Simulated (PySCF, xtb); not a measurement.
Zn(SH)(SiH3) (H4SSiZn), SMILES [Zn]([SH])[SiH3].

GFN2-xTB (xtb) at its own geometry gives an orbital gap of 3.22 eV and a dipole moment of 4.11 D.

Geometry: PBE0-D3(BJ)/def2-SVP. One conformer was computed; it need not be the lowest.

Problem. What does B3LYP/def2-TZVPD run with PySCF give? (An estimate is asked for; the answer gives what the named calculation found.)

Solution. gap 5.56 eV (levels -7.03 and -1.47 eV), dipole 1.24 D.
